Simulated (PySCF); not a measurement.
# InGe: script and output

Input:

```python
from pyscf import gto, scf

mol = gto.M(
    atom='In 0 0 0; Ge 0 0 2.422',
    basis='3-21g',
    charge=0,
    spin=3,
    verbose=4,
)
mf = scf.UHF(mol)
field = 0.001  # electric field along z, atomic units
h = mf.get_hcore() + field*mol.intor('int1e_r')[2]
mf.get_hcore = lambda *args: h
e_nuc = mol.energy_nuc() - field*mol.atom_charges() @ mol.atom_coords()[:, 2]
mf.energy_nuc = lambda *args: e_nuc
mf.kernel()
mf.analyze()
print('orbital energies (hartree):', [e[max(0, n-3):n+3].round(4) for e, n in zip(mf.mo_energy, mol.nelec)])
```

```bash
$ python input.py
```

It prints (some set-up lines and the per-cycle HOMO/LUMO lines with their warnings removed):

```
PySCF version 2.14.0

[INPUT] verbose = 4
[INPUT] num. atoms = 2
[INPUT] num. electrons = 81
[INPUT] charge = 0
[INPUT] spin (= nelec alpha-beta = 2S) = 3
[INPUT] symmetry False subgroup None
[INPUT] Mole.unit = angstrom
[INPUT] Symbol           X                Y                Z      unit          X                Y                Z       unit  Magmom
[INPUT]  1 In     0.000000000000   0.000000000000   0.000000000000 AA    0.000000000000   0.000000000000   0.000000000000 Bohr   0.0
[INPUT]  2 Ge     0.000000000000   0.000000000000   2.422000000000 AA    0.000000000000   0.000000000000   4.576916673697 Bohr   0.0

nuclear repulsion = 342.588714584046
number of shells = 23
number of NR pGTOs = 135
number of NR cGTOs = 53
basis = 3-21g
ecp = {}

******** <class 'pyscf.scf.uhf.UHF'> ********
method = UHF
initial guess = minao
damping factor = 0
level_shift factor = 0
DIIS = <class 'pyscf.scf.diis.CDIIS'>
diis_start_cycle = 1
diis_space = 8
diis_damp = 0
SCF conv_tol = 1e-09
SCF conv_tol_grad = None
SCF max_cycles = 50
direct_scf = True
direct_scf_tol = 1e-13
number electrons alpha = 42  beta = 39
Set gradient conv threshold to 3.16228e-05
init E= -7766.25945016039

cycle= 1 E= -7780.03375912896  delta_E= -13.8  |g|= 0.0955  |ddm|= 1.27
cycle= 2 E= -7780.04315883031  delta_E= -0.0094  |g|= 0.0262  |ddm|= 0.297
cycle= 3 E= -7780.04504619582  delta_E= -0.00189  |g|= 0.013  |ddm|= 0.126
cycle= 4 E= -7780.04571233147  delta_E= -0.000666  |g|= 0.00725  |ddm|= 0.082
cycle= 5 E= -7780.04605520607  delta_E= -0.000343  |g|= 0.00509  |ddm|= 0.0485
cycle= 6 E= -7780.04638314649  delta_E= -0.000328  |g|= 0.00264  |ddm|= 0.0656
cycle= 7 E= -7780.04647648041  delta_E= -9.33e-05  |g|= 0.000936  |ddm|= 0.0492
cycle= 8 E= -7780.04648492083  delta_E= -8.44e-06  |g|= 0.000291  |ddm|= 0.0199
cycle= 9 E= -7780.04648546588  delta_E= -5.45e-07  |g|= 5.58e-05  |ddm|= 0.00542
cycle= 10 E= -7780.04648547766  delta_E= -1.18e-08  |g|= 1.15e-05  |ddm|= 0.000592
cycle= 11 E= -7780.0464854781  delta_E= -4.37e-10  |g|= 2.46e-06  |ddm|= 0.000117
Extra cycle  E= -7780.04648547812  delta_E= -1.91e-11  |g|= 1.16e-06  |ddm|= 1.11e-05
converged SCF energy = -7780.04648547812  <S^2> = 3.7679827  2S+1 = 4.0089813
**** SCF Summaries ****
Total Energy =                       -7780.046485478116665
Nuclear Repulsion Energy =             342.442253250487965
One-electron Energy =               -11463.413221786811846
Two-electron Energy =                 3340.924483058207443
Two-electron Coulomb Energy =         3572.190968045046702
DFT Exchange-Correlation Energy =     -231.266484986839259
**** MO energy ****
                             alpha | beta                alpha | beta
[31 lines left out]
MO #32  energy= -1.49243121767758  | -1.48584031363825  occ= 1 | 1
MO #33  energy= -1.0993568459121   | -1.0928725502807   occ= 1 | 1
MO #34  energy= -1.09486515678052  | -1.09184254181296  occ= 1 | 1
MO #35  energy= -1.09486515678049  | -1.09184254181295  occ= 1 | 1
MO #36  energy= -1.09362876993855  | -1.08959398232651  occ= 1 | 1
MO #37  energy= -1.09362876993852  | -1.08959398232649  occ= 1 | 1
MO #38  energy= -0.67364237032848  | -0.523480772050548 occ= 1 | 1
MO #39  energy= -0.414295423569929 | -0.304228884123194 occ= 1 | 1
MO #40  energy= -0.280889123800123 | 0.00505586977923251 occ= 1 | 0
MO #41  energy= -0.280889123800116 | 0.00505586977923556 occ= 1 | 0
MO #42  energy= -0.266673016001668 | 0.0233389118620034 occ= 1 | 0
MO #43  energy= 0.0269442119913125 | 0.109148639043854  occ= 0 | 0
MO #44  energy= 0.0269442119913284 | 0.10914863904389   occ= 0 | 0
MO #45  energy= 0.114799982501485  | 0.151265832617155  occ= 0 | 0
[8 lines left out]

To work with the spin densities directly, `use mulliken_meta_spin()` only printing them here.

 ** Mulliken spin pop alpha/beta on meta-lowdin orthogonal AOs **
 ** Mulliken Spin Density (per AO)  **
 ** Mulliken Spin Density (per atom)  **
spin density of  0 In =      0.76865
spin density of  1 Ge =      2.23135
 ** Mulliken pop alpha/beta on meta-lowdin orthogonal AOs **
 ** Mulliken pop       alpha | beta **
pop of  0 In 1s        1.00000 | 1.00000
pop of  0 In 2s        0.99999 | 0.99999
pop of  0 In 3s        0.99994 | 0.99995
pop of  0 In 4s        0.99963 | 0.99967
pop of  0 In 5s        0.83958 | 0.84898
pop of  0 In 6s        0.01635 | 0.00636
pop of  0 In 2px       1.00000 | 1.00000
pop of  0 In 2py       1.00000 | 1.00000
pop of  0 In 2pz       1.00000 | 0.99999
pop of  0 In 3px       0.99996 | 0.99996
pop of  0 In 3py       0.99996 | 0.99996
pop of  0 In 3pz       0.99997 | 0.99996
[41 lines left out]
In total            42.00000 | 39.00000
 ** Mulliken atomic charges   ( Nelec_alpha | Nelec_beta ) **
charge of  0In =      0.13557  (    24.81654     24.04789 )
charge of  1Ge =     -0.13557  (    17.18346     14.95211 )
Dipole moment(X, Y, Z, Debye): -0.00000,  0.00000, -1.36870
orbital energies (hartree): [array([-0.2809, -0.2809, -0.2667,  0.0269,  0.0269,  0.1148]), array([-1.0896, -0.5235, -0.3042,  0.0051,  0.0051,  0.0233])]
```

In short: E(SCF) = -7780.046485 Eh, 11 cycles, ⟨S²⟩ = 3.768, μz(SCF) = -1.37 D.

Wall time 1.2 s on one thread of a shared host.

No relativity is included for the heavy element. The basis is very small, so the numbers show the basis as much as the system. The bond length is a typed value, not an optimised one. No search for the lowest solution was made.
